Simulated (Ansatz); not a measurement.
The cluster Pb₂O₂. The state is a singlet with charge 0. Geometry PBE0-D4/def2-SVP.

Cartesian coordinates in Å:
```
Pb 1.032 1.135 -0.751
Pb 0.202 -0.540 1.608
O -1.043 0.245 -0.193
O -0.191 -0.841 -0.664
```

In the def2 sets Pb takes a core potential; there is no spin–orbit coupling. LC-ωPBE has ω = 0.4 bohr⁻¹. The structure holds 1 bond(s) between oxygen atoms. The restricted singlet is unstable towards broken spin symmetry in Hartree–Fock (as tested in another run); at HF/def2-TZVP, PBE-D4/def2-TZVP, r2SCAN-D4/def2-TZVP, PBE0-D4/def2-TZVP and others this wasn't settled. Another isomer (singlet) lies 3.07 eV lower at PBE0-D4/def2-TZVP; other spin states weren't run for this one.

Problem. Estimate the orbital energies around the gap (eV) in Ansatz with HF/def2-TZVP, PBE-D4/def2-TZVP, r2SCAN-D4/def2-TZVP, PBE0-D4/def2-TZVP, LC-ωPBE/def2-TZVP.

Solution. 
```
orbital  HF/def2-TZVP  PBE-D4/def2-TZVP  r2SCAN-D4/def2-TZVP  PBE0-D4/def2-TZVP  LC-ωPBE/def2-TZVP
 HOMO−5        -14.11            -10.34               -10.56             -11.48             -14.04
 HOMO−4        -13.01             -8.72                -9.03              -9.98             -12.46
 HOMO−3        -12.43             -8.53                -8.83              -9.73             -12.12
 HOMO−2        -10.45             -5.87                -6.05              -7.04              -9.58
 HOMO−1        -10.36             -5.78                -5.97              -7.03              -9.51
   HOMO         -6.27             -4.04                -4.21              -4.79              -6.77
   LUMO          0.07             -3.03                -2.92              -2.36              -0.42
 LUMO+1          1.13             -1.99                -1.82              -1.31               0.59
 LUMO+2          1.16             -1.78                -1.47              -1.04               0.65
 LUMO+3          1.50             -1.56                -1.43              -1.02               0.89
 LUMO+4          2.14             -0.47                 0.08               0.16               1.81
 LUMO+5          4.37             -0.13                 0.35               1.74               4.10
```
